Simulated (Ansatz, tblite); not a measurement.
Removing and adding an electron: SnF₂. Charge 0, multiplicity 1. Geometry: PBE-D4/def2-TZVP. Ansatz, gas phase; energy differences of separate SCF runs; the oxidised species was run as a doublet alone; the reduced species was run as a doublet alone.

Cartesian coordinates in Å:
```
Sn 0.745 -0.295 0.335
F 0.374 0.818 -1.236
F -1.119 -0.523 0.901
```

In the def2 sets Sn takes a core potential; there is no spin–orbit coupling. The xTB rows come from tblite. Correlated methods freeze 6 core orbitals; core or outer-core shells of Sn are correlated, in sets that lack core-valence functions. The structure comes from a short search, and lower isomers may exist.

```json
{"level": "GFN1-xTB", "−HOMO (eV)": "12.82", "vertical IE (eV)": "17.05", "−LUMO (eV)": "7.88", "vertical EA (eV)": "4.21", "HOMO–LUMO gap (eV)": "4.94", "IE − EA (eV)": "12.84", "remarks": "–"}
{"level": "GFN2-xTB", "−HOMO (eV)": "12.37", "vertical IE (eV)": "16.77", "−LUMO (eV)": "7.36", "vertical EA (eV)": "3.64", "HOMO–LUMO gap (eV)": "5.00", "IE − EA (eV)": "13.13", "remarks": "–"}
{"level": "HF/def2-TZVPD", "−HOMO (eV)": "–", "vertical IE (eV)": "–", "−LUMO (eV)": "–", "vertical EA (eV)": "0.75", "HOMO–LUMO gap (eV)": "–", "IE − EA (eV)": "–", "remarks": "–"}
{"level": "HF/def2-TZVPP", "−HOMO (eV)": "–", "vertical IE (eV)": "10.63", "−LUMO (eV)": "–", "vertical EA (eV)": "–", "HOMO–LUMO gap (eV)": "–", "IE − EA (eV)": "–", "remarks": "–"}
{"level": "PBE-D4/def2-TZVP", "−HOMO (eV)": "7.51", "vertical IE (eV)": "11.01", "−LUMO (eV)": "3.53", "vertical EA (eV)": "–", "HOMO–LUMO gap (eV)": "3.98", "IE − EA (eV)": "–", "remarks": "–"}
{"level": "PBE-D4/def2-TZVPD", "−HOMO (eV)": "7.62", "vertical IE (eV)": "–", "−LUMO (eV)": "3.62", "vertical EA (eV)": "0.90", "HOMO–LUMO gap (eV)": "4.00", "IE − EA (eV)": "–", "remarks": "HOMO above zero (-1 doublet)"}
{"level": "r2SCAN-D4/def2-TZVP", "−HOMO (eV)": "7.86", "vertical IE (eV)": "11.14", "−LUMO (eV)": "3.47", "vertical EA (eV)": "–", "HOMO–LUMO gap (eV)": "4.39", "IE − EA (eV)": "–", "remarks": "–"}
{"level": "r2SCAN-D4/def2-TZVPD", "−HOMO (eV)": "7.92", "vertical IE (eV)": "–", "−LUMO (eV)": "3.51", "vertical EA (eV)": "1.05", "HOMO–LUMO gap (eV)": "4.41", "IE − EA (eV)": "–", "remarks": "HOMO above zero (-1 doublet)"}
{"level": "PBE0-D4/def2-TZVP", "−HOMO (eV)": "8.79", "vertical IE (eV)": "11.23", "−LUMO (eV)": "2.87", "vertical EA (eV)": "–", "HOMO–LUMO gap (eV)": "5.92", "IE − EA (eV)": "–", "remarks": "–"}
{"level": "PBE0-D4/def2-TZVPD", "−HOMO (eV)": "8.86", "vertical IE (eV)": "–", "−LUMO (eV)": "2.93", "vertical EA (eV)": "1.02", "HOMO–LUMO gap (eV)": "5.93", "IE − EA (eV)": "–", "remarks": "HOMO above zero (-1 doublet)"}
{"level": "MP2/def2-TZVPD", "−HOMO (eV)": "–", "vertical IE (eV)": "–", "−LUMO (eV)": "–", "vertical EA (eV)": "0.84", "HOMO–LUMO gap (eV)": "–", "IE − EA (eV)": "–", "remarks": "–"}
{"level": "MP2/def2-TZVPP", "−HOMO (eV)": "–", "vertical IE (eV)": "11.50", "−LUMO (eV)": "–", "vertical EA (eV)": "–", "HOMO–LUMO gap (eV)": "–", "IE − EA (eV)": "–", "remarks": "–"}
{"level": "CCSD/def2-TZVPD", "−HOMO (eV)": "–", "vertical IE (eV)": "–", "−LUMO (eV)": "–", "vertical EA (eV)": "0.95", "HOMO–LUMO gap (eV)": "–", "IE − EA (eV)": "–", "remarks": "–"}
{"level": "CCSD/def2-TZVPP", "−HOMO (eV)": "–", "vertical IE (eV)": "11.39", "−LUMO (eV)": "–", "vertical EA (eV)": "–", "HOMO–LUMO gap (eV)": "–", "IE − EA (eV)": "–", "remarks": "–"}
{"level": "CCSD(T)/def2-TZVPD", "−HOMO (eV)": "–", "vertical IE (eV)": "–", "−LUMO (eV)": "–", "vertical EA (eV)": "0.93", "HOMO–LUMO gap (eV)": "–", "IE − EA (eV)": "–", "remarks": "–"}
{"level": "CCSD(T)/def2-TZVPP", "−HOMO (eV)": "–", "vertical IE (eV)": "11.34", "−LUMO (eV)": "–", "vertical EA (eV)": "–", "HOMO–LUMO gap (eV)": "–", "IE − EA (eV)": "–", "remarks": "–"}
```

   A HOMO above zero means that the electron is unbound at that level or that self-interaction error raises the level; the energy of removing that electron tells which. Raw xTB energy differences between charge states are shifted by several eV; the methods need an empirical correction for them.
